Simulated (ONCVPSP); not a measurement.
**Transferability test, ONCV potential for arsenic**

arsenic (As), optimised norm-conserving Vanderbilt (ONCV), made with ONCVPSP 4.0.1 (PBEsol, scalar-relativistic). Core [Ar] 3d10, reference 4s2 4p3. Waves: 4s: rc 1.60 bohr, ncon 3, nbas 6, qcut 4.8 1/bohr, 2 projectors, debl 2.2 Ha; 4p: rc 1.65 bohr, ncon 4, nbas 7, qcut 5.6 1/bohr, 3 projectors, debl 3.8 Ha; d scattering state at 0.14 Ha: rc 1.50 bohr, ncon 4, nbas 7, qcut 6.2 1/bohr, 2 projectors, debl 2.9 Ha. Local part: polynomial inside 1.20 bohr (lpopt 4, dvloc0 0 Ha). Core correction: polynomial model core, fcfact 0.65.

Energies are relative to the spin-unpolarised reference configuration 4s2 4p3; without spin polarisation the order of configurations can differ from experiment.

```tsv
valence configuration	charge	ΔE all-electron (eV)	error AE − PS (meV)
4s2 4p2	+1	9.158	-4.1
4s2 4p2.5	+0.5	3.558	-0.9
```

Question: What are ΔE and the potential's error for 4s2 4p0?

Answer: ΔE = 54.823 eV all-electron; the error (AE − PS) is -103 meV.

Question: What are ΔE and the potential's error for 4s2 4p1?

Answer: ΔE = 27.100 eV all-electron; the error (AE − PS) is -27 meV.

Note: ghosts flagged at negative energy: d at -21.3 eV; GHOST(+) flagged for s at 123.8 eV, p at 308.2 eV. A true bound ghost makes a file unfit for plane-wave use.
